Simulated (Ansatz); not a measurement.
Ansatz (a program for electronic structure) input (CCSD(T)/aug-cc-pV(D+d)Z):
A basis named .json is the Basis Set Exchange file of that set.

Ansatz 0.2 input:
```yaml
crystal:
  periodic: [false, false, false]
  atoms:
    - {symbol: Si, position_ang: [-0.02730140, 0.02241572, -0.00966628]}
    - {symbol: F, position_ang: [-0.02605135, -0.40242020, 1.52641264]}
    - {symbol: O, position_ang: [-0.27426057, 1.64580363, -0.16268775]}
    - {symbol: O, position_ang: [1.43594976, -0.23224711, -0.67012996]}
    - {symbol: O, position_ang: [-1.18208913, -0.80175956, -0.78288320]}
    - {symbol: H, position_ang: [2.22095523, 0.08320891, -0.21331924]}
    - {symbol: H, position_ang: [-1.44107414, -1.66962286, -0.46345926]}
basis:
  gaussian:
    orbitals: aug-cc-pV_D+d_Z.json
magnetization: {spin_polarized: true, initial_magnetization: 1}
correlation: {method: ccsd_t, electrons: outside_noble_gas}
output: {forces: true}
```

Output:

```
Functional definition: HF
integrals: 0.59 GiB planned
1380 factors; integrals over basis functions are off by at most 6.7e-4 eV
0.82 GiB of device memory are held for the factors and their scratch space
mean field: 0.99 GiB planned
mean field evaluation 1: about -16712.2478 eV, gradient 3.5e1 eV
mean field evaluation 2: about -16712.2618 eV, gradient 3.5e1 eV
mean field evaluation 4: about -16717.2418 eV, gradient 3.4e0 eV
mean field evaluation 8: about -16717.3834 eV, gradient 3.5e-1 eV
mean field evaluation 16: about -16717.3894 eV, gradient 2.2e-6 eV
mean field evaluation 32: about -16717.3893 eV, gradient 1.0e-2 eV
mean field evaluation 64: about -16717.2936 eV, gradient 4.4e-1 eV
mean field evaluation 96: about -16715.2320 eV, gradient 2.2e0 eV
mean field evaluation 128: about -16715.1194 eV, gradient 2.5e-4 eV
mean field -16717.38936411 eV, -614.3527276774 hartree, gradient 2.2e-6 eV, S^2 0.756321; 6 other end points of the search recorded, 0 dependent functions left out
determinant -16717.38936411 eV, -614.3527276774 hartree, with singles and doubles -16741.01086164 eV, -615.2208017005 hartree
determinant -16717.21883661 eV, -614.3464609077 hartree, with singles and doubles -16740.78926122 eV, -615.2126580353 hartree
determinant -16715.11936054 eV, -614.2693065850 hartree, with singles and doubles -16738.87179879 eV, -615.1421925908 hartree
determinant -16717.38936411 eV, -614.3527276774 hartree, with singles and doubles -16741.05158760 eV, -615.2222983521 hartree
determinant -16717.21883661 eV, -614.3464609077 hartree, with singles and doubles -16740.82608720 eV, -615.2140113650 hartree
9 core orbitals not correlated
reference -16717.38936411 eV, -614.3527276774 hartree; 16, 15 occupied and 117, 118 virtual orbitals, 1380 factors
densities: 14.53 GiB planned
second order -23.01159406 eV of doubles, -0.00000000 eV of singles
coupled cluster: 5.48 GiB planned
cycle   1  -23.66222348 eV  change    1.5e-8 eV  update   4.3e-6
cycle   2  -23.66222333 eV  change    1.5e-7 eV  update   3.4e-6
cycle   3  -23.66222299 eV  change    3.4e-7 eV  update   2.8e-6
cycle   4  -23.66222308 eV  change   -8.8e-8 eV  update   1.8e-6
cycle   5  -23.66222320 eV  change   -1.2e-7 eV  update   1.5e-6
cycle   6  -23.66222315 eV  change    5.0e-8 eV  update   1.2e-6
cycle   7  -23.66222354 eV  change   -3.9e-7 eV  update   1.0e-6
cycle   8  -23.66222368 eV  change   -1.3e-7 eV  update   9.5e-7
coupled cluster: 4.72 GiB planned
cycle   1  -23.66223005 eV  update   9.1e-7
cycle   2  -23.66223128 eV  change   -1.2e-6 eV  update   8.6e-7
cycle   3  -23.66223223 eV  change   -9.5e-7 eV  update   8.3e-7
cycle   4  -23.66223235 eV  change   -1.2e-7 eV  update   8.0e-7
cycle   5  -23.66223137 eV  change    9.8e-7 eV  update   6.8e-7
cycle   6  -23.66223126 eV  change    1.1e-7 eV  update   5.3e-7
cycle   7  -23.66223147 eV  change   -2.1e-7 eV  update   4.3e-7
cycle   8  -23.66223144 eV  change    2.8e-8 eV  update   3.3e-7
cycle   9  -23.66223136 eV  change    8.2e-8 eV  update   2.4e-7
cycle  10  -23.66223148 eV  change   -1.3e-7 eV  update   1.4e-7
cycle  11  -23.66223148 eV  change   2.5e-10 eV  update   7.4e-8
perturbative correction -0.62605141 eV, -0.0230069650 hartree
the calculation of the forces begins
densities: 6.55 GiB planned
0.38 GiB of device memory are held for the factors and their scratch space
Total energy: -16741.67764700 eV, -615.2453056106 hartree
Atom 0 at    -0.027301     0.022416    -0.009666 Å, force     0.201194    -0.369571     0.016474 eV/Å
Atom 1 at    -0.026051    -0.402420     1.526413 Å, force    -0.027598    -0.192603     0.818000 eV/Å
Atom 2 at    -0.274261     1.645804    -0.162688 Å, force    -0.209256     1.018560    -0.094603 eV/Å
Atom 3 at     1.435950    -0.232247    -0.670130 Å, force     0.516574    -0.197440    -0.435355 eV/Å
Atom 4 at    -1.182089    -0.801760    -0.782883 Å, force    -0.562935    -0.192357    -0.498285 eV/Å
Atom 5 at     2.220955     0.083209    -0.213319 Å, force     0.080510     0.063128     0.103172 eV/Å
Atom 6 at    -1.441074    -1.669623    -0.463459 Å, force     0.001512    -0.129717     0.090597 eV/Å
Dipole moment:     0.177266    -0.333616     0.134125 e Å
```

It need not be the lowest isomer of its formula.
